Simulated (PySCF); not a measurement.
## From computed data to an observable: chemical shift, span and skew from a shielding tensor

CHBFNO₂, SMILES O=C=NB(O)F. Atoms are numbered in the order given.

```xyz
7

B      0.0150    -0.9686     0.0000
F      1.0835    -1.7697     0.0000
N      0.2145     0.4382     0.0000
C      0.0469     1.6253     0.0000
O     -0.0659     2.7889     0.0000
O     -1.2306    -1.4881     0.0000
H     -1.2370    -2.4546     0.0000
```
Charge 0, spin multiplicity 1.

The structure is a stationary point at B3LYP-D3(BJ)/def2-SVP. Other conformers were not sampled.

GIAO shieldings from PBE0/pcSseg-1 in PySCF, non-relativistic, no solvent. The symmetric part of the tensor of C4 has the principal values -46.3, -46.0, 273.7 ppm. The same nucleus in TMS has σ = 186.3 ppm at this level (PySCF, at its B3LYP-D3(BJ)/def2-TZVP geometry).

### Question
Work out the isotropic shielding, the ¹³C shift against TMS, the span and the skew.

### Answer

σ(iso) = (σ11 + σ22 + σ33)/3 = 60.5 ppm. δ = σ(ref) − σ(iso) = 186.3 − (60.5) = 125.8 ppm.
Span Ω = σ33 − σ11 = 320.0 ppm. Skew κ = 3(σ(iso) − σ22)/Ω = 1.00, an axial tensor. Tumbling in solution averages the tensor to δ; in a static solid the shielding alone would spread this spin-1/2 line over Ω.
